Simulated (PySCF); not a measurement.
Vertical excitation energies

Species: C₃H₁₀GaNO.
Numbering: `[CH3:1][CH2:2][O:3][GaH:4][NH:5][CH3:6]` (hydrogens: H7, H8, H9 on C1; H10, H11 on C2; H12 on Ga4; H13 on N5; H14, H15, H16 on C6)

Method used: TDDFT wB97X-D/def2-SVPD, vertical, gas phase, core orbitals frozen in the response in PySCF 2.14.0, density-fitted response routines. Isolated species at its PBE0-D3(BJ)/def2-SVP geometry (one conformer only). Relativistic effects, spin–orbit coupling among them, are left out although an element past zinc is present. Torsions of this conformer, `[CH3:1][CH2:2][O:3][GaH:4][NH:5][CH3:6]`: C1–C2–O3–Ga4 -1°, C2–O3–Ga4–N5 180°, O3–Ga4–N5–C6 180°.

Q: List the vertical singlet excitations with oscillator strengths and describe the spectrum.

A: 

```tsv
state	E (eV)	λ (nm)	ν̃ (cm⁻¹)	f	symmetry	main configurations (H = HOMO, L = LUMO)
S1	5.73	216.5	46190	0.151	A′	H→L (97%)
S2	5.78	214.4	46650	0.018	A″	H→L+1 (73%), H→L+2 (11%), H→L+3 (9%)
S3	6.47	191.7	52160	0.0044	A″	H-2→L (95%)
S4	6.52	190.2	52570	0.0000	–	H→L+2 (65%), H→L+3 (12%)
S5	6.76	183.4	54520	0.012	A′	H-1→L (81%)
S6	7.03	176.3	56730	0.026	A″	H-1→L+1 (45%), H-1→L+2 (27%), H→L+2 (11%)
S7	7.32	169.3	59070	0.084	A′	H-2→L+1 (54%), H-2→L+2 (26%), H-1→L (13%)
S8	7.37	168.1	59470	0.014	A″	H→L+3 (46%), H→L+6 (13%), H→L+1 (11%)
S9	7.47	165.9	60280	0.0043	A″	H→L+6 (68%), H→L+5 (8%)
S10	7.80	159.0	62880	0.018	A″	H-3→L (91%)
```

Triplets, Tamm–Dancoff:

```tsv
state	E (eV)	λ (nm)	main configurations (H = HOMO, L = LUMO)
T1	4.88	253.9	H→L (94%)
T2	5.56	223.2	H→L+1 (62%), H→L+2 (18%), H→L+3 (10%)
T3	6.26	198.1	H-1→L (89%)
T4	6.28	197.6	H-2→L (88%)
```

The lowest singlet lies at 5.73 eV (217 nm, ultraviolet) and is strong; its leading configuration is HOMO→LUMO (97%). The lowest level is also the most intense of those listed (f = 0.151). Löwdin shares by element: HOMO nitrogen 55%, carbon 12% or more, oxygen 9%, gallium 7% (atoms not listed hold the other 17%); LUMO gallium 56%, hydrogen 14% or more, oxygen 13%, nitrogen 10%. The oscillator strengths of these states sum to 0.331; summed over the whole spectrum of an exact calculation they would give the number of electrons, 74 (Thomas–Reiche–Kuhn). Orbital energies (eV): HOMO-3 -11.15, HOMO-2 -9.74, HOMO-1 -9.64, HOMO -8.43, LUMO 1.37, LUMO+1 1.62, LUMO+2 2.24. Weighted by f, the mean energy of these states is 6.49 eV. All these states lie below the vertical ionisation energy of 8.62 eV (ΔSCF). Symmetry labels in Cs follow from the direction of the transition dipole and are given only for states with f of 0.002 or more. The window holds the lowest 10 singlets.
